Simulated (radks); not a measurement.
Q: Species: Sc. Configuration: [Ar] 3d1 4s2. Method: non-relativistic Kohn-Sham, PBEsol, spin-polarised, spherical densities, point nucleus; open shells are filled with parallel spins first; hard spherical wall at 3 bohr; computed with a radial shooting solver on a logarithmic mesh with Libxc functionals. Some entries of the table are withheld. Estimate them.

orbital,occ.,eigenvalue (hartree),r(max) (bohr)
1s down,1,-159.6425,0.04840
1s up,1,-159.6423,0.04840
2s up,1,-16.50562,0.2863
2s down,1,-16.49503,0.2863
2p up,3,-13.50476,0.2335
2p down,3,-13.49658,0.2334
3s up,1,-1.43090,0.9434
3s down,1,-1.39582,0.9432
3p up,3,-0.67797,0.9875
3p down,3,-0.64352,0.9873
3d up,1,0.48074,1.111
3d down,0,0.51367,1.113
4s up,1,1.09233,2.083
4s down,1,1.11469,2.086
4p up,0,1.47215,(1)
4p down,0,1.49431,(2)
4d up,0,2.11249,2.200
4d down,0,2.13598,2.202
5s up,0,4.40175,2.483
5s down,0,4.42689,2.484

A: 
(1) 4p up r(max) (bohr): 2.135
(2) 4p down r(max) (bohr): 2.137
